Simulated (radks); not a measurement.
Values are calculated unless marked as measured or tabulated.
Initial-state core-level shifts of the thallium ion Tl+ when its valence configuration changes from [Hg]. Level of theory: scalar-relativistic Kohn-Sham, PBE, spin-polarised, spherical densities, finite nucleus; open shells are filled with parallel spins first (spin-orbit coupling, left out, can overturn this in heavy ions); Fermi nuclear charge, rms radius 5.4759 fm (a radial shooting solver on a logarithmic mesh with Libxc functionals). Shifts are changes of the shell-averaged eigenvalues in eV (positive: less bound); the change of the density at the nucleus, which sets a Mossbauer isomer shift, is in e/bohr^3, on a base of 2.72e+06.

| valence | 2s | 4p | 4d | 5s | density at nucleus |
|---|---|---|---|---|---|
| [Xe] 4f13.5 5d10 6s2 6p0.5 | -10.481 | -9.794 | -9.509 | -5.110 | +128.1 |
| [Xe] 4f14 5d8 6s2 6p2 | -12.236 | -11.942 | -11.940 | -11.265 | +143.5 |
| [Xe] 4f14 5d9.5 6s2 6p0.5 | -3.068 | -3.010 | -3.010 | -2.875 | +35.2 |
| [Xe] 4f12 5d8 6s2 6p4 | -56.580 | -52.735 | -51.568 | -32.247 | +693.7 |
| [Xe] 4f14 5d10 6p2 | -3.583 | -3.629 | -3.624 | -3.641 | -443.5 |
| [Xe] 4f13 5d9.5 6s2 6p1.5 | -24.335 | -22.786 | -22.213 | -13.125 | +296.8 |
| [Xe] 4f14 5d8 6s1 6p3 | -13.634 | -13.362 | -13.359 | -12.672 | -122.6 |
| [Xe] 4f12 5d10 6s2 6p2 | -43.206 | -39.929 | -38.775 | -20.589 | +531.8 |
| [Xe] 4f14 5d10 6s1 6p1 | -1.792 | -1.817 | -1.815 | -1.827 | -215.4 |
